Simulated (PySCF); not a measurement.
Compound: CH9GeNSi.
Bonds: N1–C2, C2–Ge3, Ge3–Si4. Hydrogens: H5, H6 on N1; H7, H8 on C2; H9, H10 on Ge3; H11, H12, H13 on Si4.

Method: PBE0-D3(BJ)/def2-SVP geometry optimisation, gas phase in PySCF; density fitting, grid level 1; the optimiser is geomeTRIC in internal coordinates, started from a GFN2-xTB structure with every atom displaced at random (about 0.01 Å).

Step 0: E = -67044.1119 eV
```
atom  x, y, z in Å  |  force x, y, z in eV/Å
N1     -1.4471    0.5322    1.0659   -1.175   1.802  -0.729
C2     -1.4632    0.0229   -0.2984    1.072   0.593   0.763
Ge3     0.2728   -0.8850   -0.5713   -0.400   0.233   0.501
Si4     2.1646    0.4812   -0.0864   -1.364   0.228   0.063
H5     -1.4625   -0.2200    1.7121   -0.080  -0.934   0.883
H6     -2.3177    1.0964    1.2349    1.083  -0.695  -0.021
H7     -1.5229    0.8695   -0.9857    0.025   0.213  -0.272
H8     -2.2915   -0.6310   -0.5190   -0.667  -0.747  -0.378
H9      0.2601   -1.4881   -1.9307    0.189  -0.284  -1.157
H10     0.2238   -2.1285    0.3149    0.102  -0.205   0.435
H11     3.3730   -0.2624   -0.2634    1.135  -0.663  -0.230
H12     2.0880    0.9501    1.3059   -0.004   0.134   0.394
H13     2.1282    1.6457   -0.9891    0.085   0.324  -0.251
```

**Question.** Estimate the geometry and energy of step 1. (The exact step hangs on the optimiser's Hessian estimate; all steps are aligned on step 0, rigid shifts and turns removed.)

**Answer.** E = -67044.3050 eV, largest force 0.390 eV/Å
```
atom  x, y, z in Å  |  force x, y, z in eV/Å
N1     -1.3879    0.5407    1.0674    0.012  -0.213   0.304
C2     -1.4303    0.0365   -0.2889   -0.145  -0.134  -0.096
Ge3     0.2440   -0.9648   -0.5983   -0.094  -0.288  -0.246
Si4     2.0514    0.4895   -0.0764    0.086  -0.121   0.030
H5     -1.4556   -0.2305    1.7386    0.020   0.261  -0.155
H6     -2.1500    1.1825    1.2806   -0.014  -0.063  -0.110
H7     -1.4415    0.8826   -0.9961    0.012  -0.031   0.002
H8     -2.3018   -0.6105   -0.5483    0.114   0.148   0.043
H9      0.3078   -1.5577   -2.0473    0.002   0.213   0.285
H10     0.2335   -2.1970    0.3535    0.033   0.154  -0.031
H11     3.3565   -0.2301   -0.2460   -0.031   0.071  -0.008
H12     1.9450    0.9649    1.3334    0.013  -0.016   0.022
H13     2.0347    1.6771   -0.9826   -0.008   0.019  -0.041
```

The energy changes by -0.1931 eV. The first-order estimate −F·Δx gives -0.4604 eV and the mean of the old and new forces, exact on a quadratic surface, -0.1993 eV. The step makes an angle of 73° with the force vector and moves no atom by more than 0.194 Å.

What follows is the cost of the whole optimisation. On one thread of an Arm Neoverse V1, no GPU (shared host), this took 79 s of wall time and 0.52 GiB of memory at its peak.
